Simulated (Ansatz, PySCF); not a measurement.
System: GaCl$_{2}$, charge 1, multiplicity 1. SMILES: [Cl][Ga+][Cl]
Structure (B3LYP-D3(BJ)/def2-TZVP (Ansatz, a program for electronic structure) minimum search):
```
Ga
Cl 1 2.0381
Cl 1 2.0381 2 180.00
```
Charge +1, spin multiplicity 1.

Wanted: vertical triplet-singlet gap, E(triplet) - E(singlet), in eV. Terms: non-relativistic; no spin-orbit coupling; no dispersion term unless named; LANL2DZ with its own core potentials from Na on; frozen cores in correlated levels (noble-gas shells and the d and f shells of earlier blocks); each state is the SCF solution reached for its charge and spin; six Cartesian d functions in 6-31G* and its kin unless marked 5d; open shells spin-unrestricted. Ab initio and DFT rows: single points at B3LYP-D3(BJ) geometries (Ansatz). The spin state of an ion or metal species was assumed, not searched. Levels can end on unlike triplets.

```csv
level,program,"vertical triplet-singlet gap, E(triplet) - E(singlet) (eV)"
HF/6-31G*,Ansatz,4.97
HF/6-31G* with LANL2DZ past Ar,Ansatz,4.61
PBE/6-31G*,Ansatz,4.22
PBE/6-31G* with LANL2DZ past Ar,Ansatz,4.13
B3LYP/STO-3G,Ansatz,3.46
B3LYP/3-21G,Ansatz,4.54
B3LYP/6-31G*,Ansatz,4.48
B3LYP/6-31G* with LANL2DZ past Ar,Ansatz,4.43
M06-2X/6-31G* with LANL2DZ past Ar (5d),PySCF,5.02
MP2/6-31G*,Ansatz,5.54
MP2/6-31G* with LANL2DZ past Ar,Ansatz,5.22
B3LYP/def2-TZVPD,Ansatz,4.58
PBE0/def2-TZVPD,Ansatz,4.78
wB97M-V/def2-TZVPD,Ansatz,5.30
```

No value to compare with is used here. The 11 habitual levels span 3.46 (B3LYP/STO-3G) to 5.54 eV (MP2/6-31G*); B3LYP/def2-TZVPD gives 4.58.

The levels are drawn from those run, B3LYP/6-31G* more often than the rest, none by its result; runs whose electronic state is in doubt are left out.
